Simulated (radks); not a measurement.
Species: the sulfur ion S2+. Configuration: [Ne] 3s2 4p2 (not the ground configuration). All-electron calculation, scalar-relativistic Kohn-Sham, r2SCAN, spin-unpolarised, spherical densities, finite nucleus; meta-GGA in the generalised Kohn-Sham scheme; Fermi nuclear charge, rms radius 3.2611 fm. Program: a radial shooting solver on a logarithmic mesh with Libxc functionals.

X-ray form factor f0, the Fourier transform of the density (f0(0) = 14):

| sin(theta)/lambda (1/angstrom) | f0 (electrons) |
|---|---|
| 0.05 | 13.297 |
| 0.1 | 11.941 |
| 0.15 | 10.929 |
| 0.2 | 10.314 |
| 0.25 | 9.772 |
| 0.3 | 9.180 |
| 0.4 | 8.017 |
| 0.5 | 7.053 |
| 0.6 | 6.224 |
| 0.8 | 4.746 |
| 1 | 3.543 |
| 1.25 | 2.519 |
| 1.5 | 1.929 |
| 2 | 1.410 |
